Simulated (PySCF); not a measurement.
Species: FH7OSi3.
SMILES with atom numbers: `[F:1][SiH2:2][O:3][SiH2:4][SiH3:5]` (hydrogens: H6, H7 on Si2; H8, H9 on Si4; H10, H11, H12 on Si5)

Geometry (PBE0-D3(BJ)/def2-SVP, Å), atoms numbered from 1 in this order:
```
atom  x, y, z in Å
F1    -1.404   -1.629    0.373
Si2   -2.137   -0.295   -0.200
O3    -0.975    0.707   -0.774
Si4    0.639    1.114   -0.584
Si5    1.762   -0.549    0.637
H6    -3.033   -0.702   -1.308
H7    -2.863    0.330    0.935
H8     0.721    2.426    0.129
H9     1.236    1.278   -1.942
H10    1.686   -1.866   -0.062
H11    1.173   -0.667    2.005
H12    3.199   -0.147    0.765
```

Method: core-valence-separated Tamm–Dancoff BHandHLYP/aug-pcX-1 (pcseg-1 on H, def2-SVPD on Si) in PySCF, non-relativistic, gas phase, PBE0-D3(BJ)/def2-SVP geometry. BHandHLYP without relativity tends to put these K edges a few eV too low, so spacings mean more than positions.

The lowest roots of each edge with f over 0.003 (five at most, numbered afresh; weaker and dark ones are left out), with transition dipoles (au) in the frame of the coordinates:

```json
{"root": "1", "edge": "O", "E (eV)": "532.32", "μx": "-0.0185", "μy": "0.0049", "μz": "-0.0126"}
{"root": "2", "edge": "O", "E (eV)": "533.27", "μx": "-0.0226", "μy": "0.0212", "μz": "-0.0085"}
{"root": "3", "edge": "O", "E (eV)": "533.90", "μx": "-0.0318", "μy": "-0.0072", "μz": "0.0205"}
{"root": "4", "edge": "O", "E (eV)": "534.03", "μx": "0.0159", "μy": "0.0237", "μz": "0.0206"}
{"root": "5", "edge": "O", "E (eV)": "534.43", "μx": "0.0006", "μy": "0.0178", "μz": "-0.0122"}
{"root": "6", "edge": "F", "E (eV)": "685.31", "μx": "-0.0157", "μy": "0.0187", "μz": "-0.0072"}
{"root": "7", "edge": "F", "E (eV)": "685.90", "μx": "-0.0216", "μy": "-0.0100", "μz": "0.0047"}
{"root": "8", "edge": "F", "E (eV)": "687.06", "μx": "0.0081", "μy": "-0.0200", "μz": "0.0082"}
{"root": "9", "edge": "F", "E (eV)": "687.39", "μx": "0.0023", "μy": "0.0024", "μz": "0.0203"}
{"root": "10", "edge": "F", "E (eV)": "687.44", "μx": "0.0003", "μy": "0.0116", "μz": "0.0160"}
```

**Question.** What are the oscillator strengths?

**Answer.** f = (2/3) ΔE |μ|², with ΔE in hartree (27.2114 eV):

```csv
root,ΔE (Eh),|μ|² (au),f,core hole on
1,19.5625,0.000525,0.007,O3
2,19.5975,0.001032,0.013,O3
3,19.6206,0.001483,0.019,O3
4,19.6254,0.001239,0.016,O3
5,19.6401,0.000466,0.006,O3
6,25.1848,0.000648,0.011,F1
7,25.2062,0.000589,0.010,F1
8,25.2491,0.000533,0.009,F1
9,25.2612,0.000423,0.007,F1
10,25.2629,0.000391,0.007,F1
```

**Question.** Molecules are fixed in this frame and the field points along (0, 1, 1)/√2. What effective strengths 3 f cos²θ do the roots have (θ between field and μ)?

**Answer.** root 1 (O3): 0.001, root 2 (O3): 0.003, root 3 (O3): 0.003, root 4 (O3): 0.039, root 5 (O3): 0.001, root 6 (F1): 0.003, root 7 (F1): 0.001, root 8 (F1): 0.004, root 9 (F1): 0.013, root 10 (F1): 0.019. Root 4 is the strongest. Averaged over all orientations cos²θ is 1/3, which gives f back.

One conformer stands for the species.
